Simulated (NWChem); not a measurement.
CH4OSTe; SMILES CS[Te]O

```xyz
8

Te    -0.3123     0.6887    -0.0723
O      1.5232     1.4003     0.2922
H      2.0591     1.2101    -0.4887
S     -0.1551    -1.5784     0.6339
C      0.4568    -2.4828    -0.8216
H     -0.1841    -2.3162    -1.6975
H      0.4253    -3.5490    -0.5501
H      1.4944    -2.2074    -1.0531
```
Atoms are numbered in this order, from 1.

The geometry was optimised at PBE0/def2-SVP. def2 effective core potentials on Te; no spin-orbit coupling.

Q: List the 6 lowest vertical singlet excitations from Hartree-Fock/def2-SVP with def2 effective core potentials on Te, CIS (NWChem).

A: 
| state | energy (eV) | oscillator strength | leading excitation (squared amplitude) |
|---|---|---|---|
| S1 | 3.99 | 0.003 | HOMO → LUMO (0.95) |
| S2 | 4.62 | 0.006 | HOMO → LUMO+1 (0.96) |
| S3 | 5.43 | 0.003 | HOMO−1 → LUMO+1 (0.86) |
| S4 | 6.39 | 0.032 | HOMO−2 → LUMO (0.53) |
| S5 | 6.75 | 0.024 | HOMO−1 → LUMO (0.54) |
| S6 | 7.87 | 0.266 | HOMO−1 → LUMO+2 (0.20) |
